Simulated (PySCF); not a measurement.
SnHF, SMILES [F][SnH] (connectivity only; charge and spin as stated), neutral, multiplicity 1.

Coordinates come from a PBE0-D3(BJ)/def2-TZVP optimisation. The def2 effective core potentials stand for the cores of Sn; spin–orbit coupling is left out.

All values below come from ωB97X/def2-TZVPD in PySCF.

The total energy is -314.83001 hartree, the point group is Cs and the highest occupied level is -9.28 eV. The lowest empty level is -1.06 eV and the orbital gap comes out as 8.22 eV. The dipole moment comes out as 2.82 D, the quadrupole, principal values (traceless, Buckingham form, about the centre of nuclear charge) comes out as -5.31, -2.43, 7.74 D·Å and the mean static polarisability is 43.0 bohr³ (6.38 Å³). The polarisability, principal values is 37.2, 41.8, 50.1 bohr³.
